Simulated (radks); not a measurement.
Values are calculated unless marked as measured or tabulated.
Ti+, 21 electrons, occupied as [Ar] 3d2 4s1. Level of theory: non-relativistic Kohn-Sham, revPBE, spin-unpolarised, spherical densities, point nucleus (a radial shooting solver on a logarithmic mesh with Libxc functionals).

Normalised radial functions P(r) = r R(r), r in bohr:

| r | 3s | 4s |
|---|---|---|
| 0.006688 | 0.1258 | 0.0383 |
| 0.007662 | 0.1409 | 0.0429 |
| 0.008708 | 0.1563 | 0.0476 |
| 0.009977 | 0.1739 | 0.0529 |
| 0.01143 | 0.1926 | 0.0586 |
| 0.01299 | 0.2110 | 0.0642 |
| 0.01488 | 0.2310 | 0.0703 |
| 0.01705 | 0.2512 | 0.0764 |
| 0.01954 | 0.2707 | 0.0824 |
| 0.0222 | 0.2878 | 0.0875 |
| 0.02544 | 0.3035 | 0.0923 |
| 0.02914 | 0.3153 | 0.0959 |
| 0.03339 | 0.3216 | 0.0978 |
| 0.03795 | 0.3208 | 0.0975 |
| 0.04348 | 0.3109 | 0.0944 |
| 0.04981 | 0.2894 | 0.0878 |
| 0.05707 | 0.2542 | 0.0770 |
| 0.06486 | 0.2071 | 0.0625 |
| 0.07431 | 0.1409 | 0.0423 |
| 0.08514 | 0.0580 | 0.0169 |
| 0.09676 | -0.0339 | -0.0112 |
| 0.1109 | -0.1432 | -0.0445 |
| 0.127 | -0.2586 | -0.0796 |
| 0.1455 | -0.3718 | -0.1139 |
| 0.1654 | -0.4664 | -0.1422 |
| 0.1895 | -0.5417 | -0.1642 |
| 0.2171 | -0.5775 | -0.1736 |
| 0.2487 | -0.5610 | -0.1665 |
| 0.2827 | -0.4891 | -0.1419 |
| 0.3238 | -0.3494 | -0.0959 |
| 0.371 | -0.1489 | -0.0314 |
| 0.4217 | 0.0830 | 0.0418 |
| 0.4831 | 0.3538 | 0.1247 |
| 0.5535 | 0.6211 | 0.2021 |
| 0.6341 | 0.8534 | 0.2613 |
| 0.7207 | 1.0132 | 0.2893 |
| 0.8257 | 1.1002 | 0.2804 |
| 0.946 | 1.0947 | 0.2273 |
| 1.084 | 1.0054 | 0.1320 |
| 1.232 | 0.8648 | 0.0115 |
| 1.411 | 0.6835 | -0.1359 |
| 1.617 | 0.4988 | -0.2867 |
| 1.852 | 0.3347 | -0.4240 |
| 2.105 | 0.2119 | -0.5273 |
| 2.412 | 0.1187 | -0.5989 |
| 2.763 | 0.0598 | -0.6250 |
| 3.141 | 0.0281 | -0.6059 |
| 3.598 | 0.0110 | -0.5430 |
| 4.123 | 0.0037 | -0.4488 |
| 4.723 | 0.0010 | -0.3420 |
| 5.368 | 0.0003 | -0.2452 |
| 6.15 | 0.0000 | -0.1570 |
| 7.046 | 0.0000 | -0.0899 |
| 8.073 | 0.0000 | -0.0453 |
| 9.175 | 0.0000 | -0.0208 |
| 10.51 | 0.0000 | -0.0078 |

3s: eigenvalue -69.102 eV, 2 radial nodes at r = 0.0925, 0.404 bohr, <r> = 1.01 bohr, 90 % of the charge inside 1.52 bohr. 4s: eigenvalue -10.164 eV, 3 radial nodes at r = 0.0921, 0.393, 1.25 bohr, <r> = 3.23 bohr, 90 % of the charge inside 4.78 bohr.
